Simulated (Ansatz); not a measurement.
Reactions of C4H5Cl, SMILES `C=C=C(C)Cl`.

Isolated molecules relaxed with PBE0-D4/def2-TZVP in Ansatz; ΔE leaves out vibrations. CCSD(T)/CBS is the MP2 limit (def2-TZVPP, def2-QZVPP) plus CCSD(T) − MP2 in def2-TZVPP, frozen cores. This one scheme is used for every species. DFT in def2-TZVPP. For As outer-core shells are correlated without core-valence functions, which leaves a few kJ/mol of doubt a bond. Scalar relativity is left out up to krypton. One conformer a species, not always the lowest.

| reaction | CCSD(T)/CBS(def2) (kJ/mol) |
| --- | --- |
| `C=C=C(C)Cl` + `O[SiH3]` → `C=C=C(Cl)O[SiH3]` + CH₄ | ? |
| `C=C=C(C)Cl` + `N[AsH]O` → `CN[AsH]O` + `C=C=CCl` | 50 |
| `C=C=C(C)Cl` + H–F → `C=C=C(C)F` + HCl | 28 |
| `C=C=C(C)Cl` + `OC(O)Cl` → `COC(O)Cl` + `C=C=CCl` | 60 |

**Question.** Fill in the missing values. (An estimate is asked.)

**Answer.** Ansatz gave: `C=C=C(C)Cl` + `O[SiH3]` → `C=C=C(Cl)O[SiH3]` + CH₄: +49.7 kJ/mol.

Largest T1 diagnostic: 0.012, for `C=C=C(Cl)O[SiH3]`.
